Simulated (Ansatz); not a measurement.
Two isomers of CH6O2SiSn: A = `O=C[SiH](O)[SnH3]`, B = `O[C@H]1[SiH2][Sn@H]1[OH]`.

Isolated molecules relaxed with PBE0-D4/def2-TZVP in Ansatz; ΔE leaves out vibrations. CCSD(T)/CBS adds triple-zeta CCSD(T) − MP2 to the extrapolated MP2 energy (def2 sets, frozen cores). DFT in def2-TZVPP. B3LYP here is the variant with VWN-RPA as its local correlation; programs differ in this. def2 core potentials past Kr. For Sn outer-core shells are correlated without core-valence functions, which leaves a few kJ/mol of doubt a bond. Each species was taken in one conformer, which may not be the lowest.

(1) Which is lower in electronic energy at CCSD(T)/CBS, and by how much? (Best estimate.)

(2) Give E(B) − E(A) in kcal/mol with B3LYP, B3LYP-D4, B2PLYP, r2SCAN-D4, PBE0-D4, PBE-D4, MP2/def2-TZVPP. (An estimate is asked.)

Largest T1 diagnostic: 0.015.

## Answers

(1) The calculation gave: A, by 33.6 kcal/mol.

(2) Ansatz gave: B3LYP 38.9, B3LYP-D4 38.7, B2PLYP 37.7, r2SCAN-D4 34.9, PBE0-D4 33.9, PBE-D4 32.0, MP2/def2-TZVPP 34.5. None reverses the order clearly.

From PBE to PBE0 (25 % exact exchange), in def2-TZVPP and without D4, E(B) − E(A) moves by +1.9 kcal/mol. In def2-TZVPP, CCSD(T) changes the Hartree–Fock value by −12.9 kcal/mol (the triples alone add −2.1 kcal/mol) and MP2 by −15.6 kcal/mol.
